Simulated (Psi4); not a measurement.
silicon atom (Si), triplet; CCSD(T)/cc-pVDZ run with Psi4.

Input for Psi4:
```
memory 2 GB

molecule mol {
0 3
Si    0.000000    0.000000    0.000000
}

set {
  basis cc-pvdz
  reference uhf
}

energy('ccsd(t)')
print_variables()
```

What the program printed (banner, timings and long lists left out):

```
   => Loading Basis Set <=

    Name: CC-PVDZ
    Role: ORBITAL
    Keyword: BASIS

         ---------------------------------------------------------
                                   SCF
               by Justin Turney, Rob Parrish, Andy Simmonett
                          and Daniel G. A. Smith
                              UHF Reference
         ---------------------------------------------------------

  ==> Geometry <==

    Molecular point group: d2h
    Geometry (in Angstrom), charge = 0, multiplicity = 3:

       Center              X                  Y                   Z               Mass
    ------------   -----------------  -----------------  -----------------  -----------------
         SI           0.000000000000     0.000000000000     0.000000000000    27.976926534650

  Running in d2h symmetry.

  Rotational constants: A = ************  B = ************  C = ************ [cm^-1]
  Rotational constants: A = ************  B = ************  C = ************ [MHz]
  Nuclear repulsion =    0.000000000000000

  Charge       = 0
  Multiplicity = 3
  Electrons    = 14
  Nalpha       = 8
  Nbeta        = 6

  ==> Algorithm <==

  SCF Algorithm Type is PK.
  DIIS enabled.
  MOM disabled.
  Fractional occupation disabled.
  Guess Type is CORE.
  Energy threshold   = 1.00e-08
  Density threshold  = 1.00e-08
  Integral threshold = 1.00e-12

  ==> Primary Basis <==

  Basis Set: CC-PVDZ
    Blend: CC-PVDZ
    Number of shells: 8
    Number of basis functions: 18
    Number of Cartesian functions: 19
    Spherical Harmonics?: true
    Max angular momentum: 2

  ==> Integral Setup <==

  Using in-core PK algorithm.
   Calculation information:
      Number of atoms:                   1
      Number of AO shells:               8
      Number of primitives:             50
      Number of atomic orbitals:        19
      Number of basis functions:        18

      Integral cutoff                 1.00e-12
      Number of threads:                 1

  Performing in-core PK
  Using 29412 doubles for integral storage.
  We computed 666 shell quartets total.
  Whereas there are 666 unique shell quartets.

  ==> DiskJK: Disk-Based J/K Matrices <==

    J tasked:                  Yes
    K tasked:                  Yes
    wK tasked:                  No
    Schwarz Cutoff:          1E-12

  Minimum eigenvalue in the overlap matrix is 1.1972792939E-01.
  Reciprocal condition number of the overlap matrix is 7.0310664424E-02.
    Using symmetric orthogonalization.

[...]
  @UHF Final Energy:  -288.85007656670075
    Total Energy =                       -288.8500765667008068
[...]
      7   2   4   6         0.0585288518
      2   2   7   9        -0.0461454590
      2   2   8   8        -0.0436701350
      4   2   7   5         0.0434986911

    SCF energy       (wfn)                    = -288.850076566700750
    Reference energy (file100)                = -288.850076566700807

    Opposite-spin MP2 correlation energy      =   -0.040991344517416
    Same-spin MP2 correlation energy          =   -0.009313250081169
    Singles MP2 correlation energy            =   -0.000000000000000
    MP2 correlation energy                    =   -0.050304594598584
      * MP2 total energy                      = -288.900381161299379

    Opposite-spin CCSD correlation energy     =   -0.058670140663483
    Same-spin CCSD correlation energy         =   -0.010340280435090
    Singles CCSD correlation energy           =    0.000000000000000
    CCSD correlation energy                   =   -0.069010421098573
      * CCSD total energy                     = -288.919086987799403

            **************************
            *                        *
            *        CCTRIPLES       *
            *                        *
            **************************

    Wave function   =    CCSD_T
    Reference wfn   =      UHF

    Nuclear Rep. energy (wfn)                =    0.000000000000000
    SCF energy          (wfn)                = -288.850076566700750
    Reference energy    (file100)            = -288.850076566700807
    CCSD energy         (file100)            =   -0.069010421098573
    Total CCSD energy   (file100)            = -288.919086987799403

    Number of ijk index combinations:
    Spin Case AAA:                                  56
    Spin Case BBB:                                  20
    Spin Case AAB:                                 168
    Spin Case ABB:                                 120
    AAA (T) energy                             =   -0.000015742432231
    BBB (T) energy                             =   -0.000003962980255
    AAB (T) energy                             =   -0.001060044210372
    ABB (T) energy                             =   -0.000076241914368
    (T) energy                                   =   -0.001155991537226
      * CCSD(T) total energy                     = -288.920242979336592

  Variable Map:
  ----------------------------------------------------------------------------
[...]
  Array Variable Map:
  ----------------------------------------------------------------------------
[...]
[...]
```
